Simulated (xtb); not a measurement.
C₁₀H₃₂O₆Si₅, SMILES C[Si](O[Si](C)(C)O[Si](C)(O[Si](O)(C)C)C)(C)O[Si](O)(C)C. All values are semi-empirical tight-binding results from xtb (GFN2-xTB unless named), good for trends rather than for accurate numbers. The structure is a stationary point at GFN2-xTB. Other conformers were not sampled.

Estimate the properties. (Estimate from the structure and the level; the computed values follow.)


| Item | Value |
|---|---|
| orbital gap | 6.24 eV |
| dipole moment | 1.63 D |
| zero-point energy | 262.1 kcal/mol |
| G − E(el) at 298.15 K (modified RRHO) | 218.7 kcal/mol |
| static polarisability (D4 model) | 284.5 bohr³ |
| solvation energy, GFN2-xTB/ALPB(water) | -7.1 kcal/mol |
| solvation energy, GFN2-xTB/ALPB(benzene) | -17.8 kcal/mol |
